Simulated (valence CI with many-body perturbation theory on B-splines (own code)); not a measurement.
**Hf⁵⁶⁺: what each term of the Hamiltonian does**

Computed by valence CI with perturbative core correlation (CI+MBPT): six valence electrons over a frozen Dirac-Fock core [Ne], radial functions for each j: 9 s, 9 p, 8 d, 6 f, 3 g, 1 h, with the one-electron correlation potential Σ1 (screened to all orders), the two-electron term Σ2, the three-electron term Σ3, Breit, model QED; selected single and double excitations, second order for the rest, scaled by the run's own slope (own B-spline code, finite nucleus).

No measured spectrum was set against this ion. As an estimate, large intervals hold to a few tenths of a per cent, small ones and those within an open d or f shell to about a per cent. Among the levels kept, up to 970 cm⁻¹ of a level comes from second order outside the variational space, and about a tenth of that is noise between levels of different J, which matters for small intervals.

Each rung adds one term. CI alone is the Dirac-Coulomb CI over the frozen core; QED comes last and gives the full result, which names the levels. Energies are above (3s^2 3p1/2^2 3p3/2^2) J=2 on the same rung, in eV.

Levels are named by their leading jj configuration (3d3/2^4 stands for four electrons in 3d with j = 3/2), which in mixed levels can hold well under half, so a name can repeat and another be missing. Letters in brackets count levels of one name in rising energy.

| Level | CI alone | + Σ1 | + Σ2 | + Σ3 | + Breit | Full |
| --- | --- | --- | --- | --- | --- | --- |
| (3s^2 3p1/2^2 3p3/2^2) J=0 | 18.70 | 18.70 | 18.69 | 18.64 | 19.06 | 19.05 |
| (3s^2 3p1/2^2 3p3/2 3d3/2) J=2 | 228.78 | 228.54 | 228.18 | 227.98 | 227.27 | 226.51 |
| (3s^2 3p1/2^2 3p3/2 3d3/2) J=1 | 236.80 | 236.56 | 236.19 | 235.96 | 235.35 | 234.59 |
| (3s^2 3p1/2^2 3p3/2 3d3/2) J=0 | 236.56 | 236.32 | 236.01 | 235.79 | 235.67 | 234.91 |
| (3s^2 3p1/2^2 3p3/2 3d3/2) J=3 | 237.95 | 237.71 | 237.36 | 237.12 | 235.93 | 235.19 |
| (3s^2 3p1/2^2 3p3/2 3d5/2) J=4 | 305.50 | 305.40 | 305.10 | 304.85 | 301.73 | 301.17 |
| (3s^2 3p1/2 3p3/2^3) J=1 | 306.56 | 306.73 | 306.96 | 306.96 | 303.49 | 303.86 |
| (3s^2 3p1/2^2 3p3/2 3d5/2) J=2 | 311.23 | 311.14 | 310.70 | 310.44 | 307.73 | 307.13 |
| (3s^2 3p1/2 3p3/2^3) J=2 | 316.39 | 316.56 | 316.72 | 316.69 | 312.82 | 313.19 |
| (3s^2 3p1/2^2 3p3/2 3d5/2) J=3 | 330.48 | 330.38 | 329.73 | 329.32 | 326.41 | 325.84 |
| (3s^2 3p1/2^2 3p3/2 3d5/2) J=1 | 340.56 | 340.47 | 339.93 | 339.48 | 337.19 | 336.61 |
| (3s^2 3p1/2^2 3d3/2^2) J=2 | 467.11 | 466.63 | 465.94 | 465.49 | 464.07 | 462.57 |
| (3s 3p1/2^2 3p3/2^3) J=2 | 484.37 | 484.29 | 484.17 | 484.31 | 483.34 | 480.19 |
| (3s^2 3p1/2^2 3d3/2^2) J=0 | 489.50 | 489.02 | 488.40 | 487.89 | 487.22 | 485.71 |
| (3s 3p1/2^2 3p3/2^3) J=1 | 504.65 | 504.57 | 504.36 | 504.43 | 502.82 | 500.44 |
| (3s^2 3p1/2 3p3/2^2 3d3/2) J=2 [a] | 526.49 | 526.42 | 526.29 | 526.14 | 521.54 | 521.15 |
| (3s^2 3p1/2 3p3/2^2 3d3/2) J=0 | 527.61 | 527.53 | 527.42 | 527.26 | 522.87 | 522.47 |
| (3s^2 3p1/2 3p3/2^2 3d3/2) J=1 [a] | 528.66 | 528.59 | 528.39 | 528.25 | 524.25 | 523.52 |
| (3s^2 3p1/2 3p3/2^2 3d3/2) J=3 [a] | 534.90 | 534.84 | 534.69 | 534.50 | 529.30 | 528.92 |
| (3s^2 3p1/2 3p3/2^2 3d3/2) J=4 | 543.58 | 543.51 | 543.38 | 543.14 | 537.39 | 537.01 |
| (3s^2 3p1/2^2 3d3/2 3d5/2) J=3 | 547.45 | 547.11 | 546.30 | 545.79 | 542.23 | 540.89 |
| (3s^2 3p1/2 3p3/2^2 3d3/2) J=2 [b] | 555.23 | 555.16 | 554.92 | 554.67 | 550.06 | 549.64 |
| (3s^2 3p1/2^2 3d3/2 3d5/2) J=2 | 558.10 | 557.77 | 556.93 | 556.40 | 552.98 | 551.64 |
| (3s^2 3p1/2^2 3d3/2 3d5/2) J=1 | 561.75 | 561.42 | 560.58 | 560.05 | 557.41 | 556.05 |
| (3s^2 3p1/2^2 3d3/2 3d5/2) J=4 | 564.11 | 563.78 | 562.96 | 562.38 | 558.01 | 556.66 |
| (3s^2 3p1/2 3p3/2^2 3d3/2) J=3 [b] | 569.66 | 569.59 | 569.02 | 568.63 | 563.66 | 563.27 |
| (3s^2 3p1/2 3p3/2^2 3d3/2) J=2 [c] | 575.91 | 575.84 | 575.12 | 574.74 | 570.51 | 569.82 |
| (3s^2 3p1/2 3p3/2^2 3d3/2) J=1 [b] | 580.76 | 580.69 | 579.91 | 579.55 | 575.63 | 574.86 |
| (3s^2 3p1/2 3p3/2^2 3d3/2) J=1 [c] | 593.51 | 593.44 | 592.58 | 592.14 | 588.37 | 587.57 |
| (3s^2 3p1/2 3p3/2^2 3d5/2) J=3 [a] | 598.59 | 598.67 | 598.55 | 598.37 | 591.96 | 591.77 |
| (3s^2 3p1/2 3p3/2^2 3d5/2) J=4 [a] | 599.13 | 599.20 | 599.12 | 598.92 | 592.32 | 592.13 |

Problem. How does the ionisation energy move along the ladder, and which term matters most?

Solution. CI alone 5602.5, + Σ1 5603.4, + Σ2 5603.7, + Σ3 5602.9, + Breit 5598.1, + QED 5597.7 eV. The largest step is Breit, -4.8 eV. NIST lists 5595 ± 5 eV (theoretical).
